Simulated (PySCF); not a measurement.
AlClH4Si, SMILES [SiH3][AlH][Cl].

Coordinates come from a PBE0-D3(BJ)/def2-TZVP optimisation.

These are CAM-B3LYP/def2-TZVPD run with PySCF values and carry that method's errors.

The molecule is in vacuum.

The total energy comes out as -994.63226 hartree, the highest occupied level is -9.09 eV and the lowest empty level comes out as -1.08 eV. The orbital gap is 8.01 eV and the dipole moment is 1.40 D. The quadrupole, principal values (traceless, Buckingham form, about the centre of nuclear charge) is -5.41, -1.23, 6.63 D·Å. The mean static polarisability is 74.1 bohr³ (10.99 Å³) and the polarisability, principal values is 60.6, 72.2, 89.6 bohr³.
